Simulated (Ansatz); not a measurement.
`C=C1N[SiH2]1`: the same geometry under several functionals.

```yaml
crystal:
  periodic: [false, false, false]
  atoms:
    - {symbol: C, position_ang: [-0.084600, 1.279952, -1.107331]}
    - {symbol: C, position_ang: [-0.061912, 0.329866, -0.182827]}
    - {symbol: N, position_ang: [0.782609, -0.054800, 0.864906]}
    - {symbol: Si, position_ang: [-0.474303, -1.209182, 0.675700]}
    - {symbol: H, position_ang: [-0.897321, 1.330073, -1.818695]}
    - {symbol: H, position_ang: [0.696402, 2.031524, -1.172005]}
    - {symbol: H, position_ang: [1.778404, 0.092151, 0.914667]}
    - {symbol: H, position_ang: [-0.200364, -2.512933, 0.027955]}
    - {symbol: H, position_ang: [-1.450314, -1.332952, 1.780431]}
basis:
  gaussian: {orbitals: def2-TZVPP}
hamiltonian: {xc: hse06, dispersion: d4}
output: {orbitals: {seedname: orbitals}}
```

```sh
$ ansatz run in.yaml --threads 2 --pin off --events-out ev --progress --plain --max-ram 4352MiB
```

Shortened log:

```
Functional definition: HSE06
1101 factors; their error is unknown
103 factors; integrals over basis functions are off by at most 4.7e-7 eV
mean field evaluation 1: about -11505.0240 eV, gradient 6.5e1 eV
mean field evaluation 2: about -11482.1721 eV, gradient 1.1e2 eV
mean field evaluation 4: about -11514.5483 eV, gradient 1.2e1 eV
mean field evaluation 8: about -11514.8730 eV, gradient 2.0e-1 eV
mean field evaluation 16: about -11514.8954 eV, gradient 8.2e-5 eV
mean field -11514.89536306 eV, -423.1645995160 hartree, gradient 8.2e-5 eV, S^2 0.000000; 0 other end points of the search recorded, 0 dependent functions left out
reference -11514.89540430 eV, -423.1646010316 hartree; 19, 19 occupied and 186, 186 virtual orbitals, 1101 factors
Total energy: -11515.02915783 eV, -423.1695163831 hartree
```

It took 3.2 s on 2 threads of an Arm Neoverse V1 on a shared host, with 0.39 GiB of host memory at the peak.

With the line `hamiltonian: {xc: {name: revPBE}, dispersion: d4}` (abridged; 2.1 s):

```
Functional definition: revPBE
mean field evaluation 16: about -11520.3635 eV, gradient 2.0e-4 eV
mean field -11520.36354214 eV, -423.3655513908 hartree, gradient 3.4e-5 eV, S^2 0.000000
Total energy: -11520.91804068 eV, -423.3859288362 hartree
```

With the line `hamiltonian: {xc: {name: wB97M-V}}` and forces (abridged; 11 s):

```
Functional definition: wB97M-V
mean field evaluation 16: about -11520.7892 eV, gradient 4.9e-5 eV
mean field -11520.78923375 eV, -423.3811952689 hartree, gradient 4.9e-5 eV, S^2 0.000000
Total energy: -11520.78928297 eV, -423.3811970776 hartree
Atom 0 force     0.041934     0.040953    -0.004126 eV/Å
Atom 1 force    -0.230500     0.101157    -0.271539 eV/Å
Atom 2 force     0.257693    -0.062034     0.187714 eV/Å
Atom 3 force    -0.075366    -0.182480     0.097441 eV/Å
Atom 4 force     0.059499    -0.016533     0.056837 eV/Å
Atom 5 force    -0.055564    -0.062012     0.019249 eV/Å
Atom 6 force    -0.072180     0.006838    -0.012956 eV/Å
Atom 7 force    -0.040410     0.162475     0.079560 eV/Å
Atom 8 force     0.114893     0.011635    -0.152180 eV/Å
Dipole moment:     0.123884    -0.287927     0.125036 e Å
```

Changing it to `hamiltonian: {xc: {name: B3LYP}, dispersion: d4}` and forces (abridged; 4.4 s):

```
Functional definition: B3LYP
mean field evaluation 16: about -11523.6842 eV, gradient 1.3e-4 eV
mean field -11523.68420548 eV, -423.4875835178 hartree, gradient 3.0e-5 eV, S^2 0.000000
Total energy: -11523.96339427 eV, -423.4978435164 hartree
Atom 0 force    -0.003058     0.096229    -0.095905 eV/Å
Atom 1 force    -0.142535     0.048833    -0.138960 eV/Å
Atom 2 force     0.222374     0.006474     0.173386 eV/Å
Atom 3 force    -0.135062    -0.206160     0.048801 eV/Å
Atom 4 force     0.058373     0.013358     0.034329 eV/Å
Atom 5 force    -0.052787    -0.036734    -0.007558 eV/Å
Atom 6 force     0.017517     0.004786     0.009862 eV/Å
Atom 7 force    -0.024159     0.077912     0.049392 eV/Å
Atom 8 force     0.059337    -0.004699    -0.073346 eV/Å
Dipole moment:     0.126290    -0.280315     0.124988 e Å
```

With the line `hamiltonian: {xc: {name: BHLYP}, dispersion: d4}` (abridged; 3 s):

```
Functional definition: BHLYP
mean field evaluation 16: about -11520.6638 eV, gradient 3.6e-5 eV
mean field -11520.66383823 eV, -423.3765870687 hartree, gradient 3.6e-5 eV, S^2 0.000000
Total energy: -11520.87132438 eV, -423.3842120438 hartree
```

The same input with `hamiltonian: {xc: {name: B97M-V}}` (abridged; 10 s):

```
Functional definition: B97M-V
mean field evaluation 16: about -11520.8057 eV, gradient 1.6e-3 eV
mean field -11520.80566476 eV, -423.3817990975 hartree, gradient 3.5e-5 eV, S^2 0.000000
Total energy: -11520.80572582 eV, -423.3818013413 hartree
```

HSE06 is the plane-wave form, built on full-range PBE exchange.

B3LYP takes the VWN-RPA correlation (the form of Gaussian; ORCA's B3LYP/G).
